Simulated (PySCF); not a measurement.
CH3ClFNSi2, SMILES F[Si@]1(Cl)N=C[SiH2]1. Atoms are numbered in the order given.

```xyz
9

F      1.3336     0.4918     1.5088
Si     0.4064     0.1075     0.2209
Cl     1.6831    -0.5032    -1.2839
N     -0.6293     1.4934    -0.2952
C     -1.8080     0.9593    -0.1662
Si    -1.7040    -0.8657     0.5107
H     -2.7144     1.5557    -0.4290
H     -2.2121    -1.9566    -0.3958
H     -2.2698    -1.0660     1.8926
```
Charge 0, spin multiplicity 1.

Coordinates come from a PBE-D3(BJ)/def2-SVP optimisation. The structure was generated by enumeration; whether it is a known compound was not checked.

Computed with PBE-D3(BJ)/def2-SVP (PySCF).

Frequencies are harmonic and unscaled.

Q: Estimate the vibrational spectrum. (An estimate is asked for; the answer gives what the named calculation found.)

A: 
```tsv
mode	ν (cm⁻¹)	IR (km/mol)	moving atoms (share of kinetic energy)
1	83	0.1	C 25 %, Cl 25 %, Si 20 %, H 14 %, F 13 %
2	118	0.1	Si 24 %, H 23 %, Cl 20 %, F 15 %, C 11 %
3	205	8.4	F 53 %, Si 23 %, Cl 15 %
4	227	5.9	Si 33 %, N 22 %, F 21 %, Cl 11 %, H 9 %
5	271	16.0	N 37 %, H 29 %, F 18 %
6	376	9.6	Cl 30 %, Si 28 %, F 16 %, N 10 %, C 8 %
7	446	11.3	Si 51 %, H 17 %, N 17 %, C 12 %
8	458	3.3	H 43 %, Si 33 %, N 11 %
9	545	90.5	H 32 %, Si 26 %, C 19 %, Cl 10 %, N 9 %
10	562	2.8	H 90 %
11	630	106.8	Si 48 %, H 25 %, C 14 %, Cl 10 %
12	722	43.8	N 43 %, Si 21 %, H 17 %, C 15 %
13	737	111.7	H 36 %, Si 30 %, C 19 %, N 14 %
14	864	31.6	H 63 %, C 23 %
15	884	119.4	H 56 %, Si 19 %, F 18 %
16	905	79.9	H 44 %, Si 29 %, F 24 %
17	1241	17.2	H 80 %, C 12 %
18	1529	37.3	C 52 %, N 46 %
19	2138	82.4	H 98 %
20	2160	73.5	H 96 %
21	2956	38.8	H 92 %, C 8 %
```
